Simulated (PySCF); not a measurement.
## CH13NSi4

CH13NSi4 is a small molecule, neutral, singlet. The structure, one conformer, was relaxed in the gas phase by PBE0-D3(BJ)/def2-SVP. No frequency run checks that it is a minimum.

SMILES: C[Si]([SiH3])([SiH3])N[SiH3]

```tsv
atom	x (Å)	y (Å)	z (Å)
Si1	-0.351	-0.333	0.083
Si2	-0.912	1.512	-1.259
Si3	-1.110	0.114	2.265
N4	1.390	-0.556	0.125
Si5	2.652	0.425	-0.557
C6	-1.223	-1.869	-0.574
H7	-0.543	1.307	-2.695
H8	-2.399	1.675	-1.177
H9	-0.275	2.773	-0.768
H10	-0.493	1.375	2.785
H11	-0.718	-1.004	3.186
H12	-2.600	0.258	2.325
H13	1.705	-1.286	0.761
H14	3.734	-0.436	-1.131
H15	2.041	1.250	-1.642
H16	3.298	1.351	0.428
H17	-1.009	-2.746	0.057
H18	-2.314	-1.717	-0.583
H19	-0.894	-2.095	-1.601
```

Shieldings: GIAO PBE0/pcSseg-1. Shifts are against computed references at the same level: C TMS (σ 184.4 ppm), H TMS (σ 31.27 ppm), Si TMS (σ 352.0 ppm). Core levels by delta-SCF with SCAN, pcX-2 on the ionised atom and pcseg-1 elsewhere, spin-free X2C (2p3/2 is the spin-free 2p value less a third of a first-order spin-orbit splitting); from the vacuum level, for chosen atoms.

Task: Give the shieldings and core levels atom by atom.

Result: 
```csv
atoms,bonded to,σ (ppm),δ (ppm),core level (eV)
Si1,1 C + 1 N + 2 Si,364.5,-12.5,2p3/2 106.21
Si2,1 Si + 3 H,456.8,-104.8,2p3/2 106.23
Si3,1 Si + 3 H,457.9,-105.9,2p3/2 106.09
N4,2 Si + 1 H,257.0,-,1s 404.00
Si5,1 N + 3 H,402.0,-50.0,-
C6,1 Si + 3 H,180.1,4.3,1s 290.02
H7 H8 H9,1 Si,27.62,3.65,-
H10 H11 H12,1 Si,27.84,3.43,-
H13,1 N,32.11,-0.84,-
H14 H15 H16,1 Si,26.57,4.70,-
H17 H18 H19,1 C,30.79,0.47,-
```

Values are those of this one static structure, with the three H of a rotating XH3 group averaged; atoms that internal rotation interchanges would show their mean in an NMR spectrum.

Task: By CAM-B3LYP/def2-SVPD (TDDFT singlets, Tamm-Dancoff triplets, ionisation by delta-SCF), where does absorption start, and what does vertical ionisation take?

Result: The lowest singlet lies at 5.71 eV (f 0.012), the strongest of the first 6 at 6.35 eV (f 0.084), the lowest triplet at 5.24 eV; vertical ionisation takes 8.83 eV.
